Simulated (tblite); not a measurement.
Problem. What does the GFN2-xTB structure of `C[C@@H]1[CH][C@@H]1c1cnsn1` [radical] look like in three dimensions? (Doublet state.)

Solution. 
```xyz
16
C6H7N2S angstrom
C     -1.3875    0.9302   -0.8286
C     -1.4037   -0.4663   -0.2499
C     -1.1192   -0.7445    1.1510
C     -0.0917   -1.1476    0.1834
C      1.1738   -0.4120    0.0788
C      1.5363    0.7563    0.7973
N      2.7328    1.1956    0.4988
S      3.3905    0.2119   -0.6148
N      2.1340   -0.8060   -0.7346
H     -2.3693    1.3851   -0.7119
H     -1.1466    0.8944   -1.8896
H     -0.6552    1.5562   -0.3267
H     -2.1375   -1.1012   -0.7483
H     -1.6395   -1.2972    1.9031
H      0.0357   -2.2019   -0.0579
H      0.9395    1.2558    1.5385
```

Any rigid rotation of these coordinates is as good. Atoms count from 1 in this order. C3 (carbon bonded to 2 C and H) is pyramidal (angles 132.9°, 131.5° and 63.6°, sum 328.0°, 0.37 Å off the plane of its three neighbours). Of the pairs four or more bonds apart, C6···H12 is among the closest relative to their van der Waals radii: 2.59 Å, 89 % of the sum of Bondi's values. C6 (carbon bonded to C, N and H) is planar (angles 126.2°, 120.6° and 113.2°, sum 360.0°, 0.01 Å off the plane of its three neighbours). S8 (sulfur bonded to 2 N) is bent (angle 96.7°).

Bonds between heavy atoms (Å): C1–C2 1.512, C2–C3 1.456, C3–C4 1.468, C4–C5 1.468, C5–C6 1.419, C6–N7 1.309, N7–S8 1.625, S8–N9 1.621, C2–C4 1.541, C5–N9 1.319.

Structure optimised with GFN2-xTB, isolated species. This method treats the open shell by occupation alone, without spin polarisation.

Point group: C1 (no symmetry element, even within 0.4 Å). Its GFN2-xTB frequencies are all real (lowest 57 cm⁻¹). Torsions: C3–C4–C5–C6 -3°. 3 starts were optimised and ended at 0.00, 0.00 and 0.16 kcal/mol (GFN2-xTB); the lowest of these is shown.

One conformer stands for the species.

All values are computed, not measured.
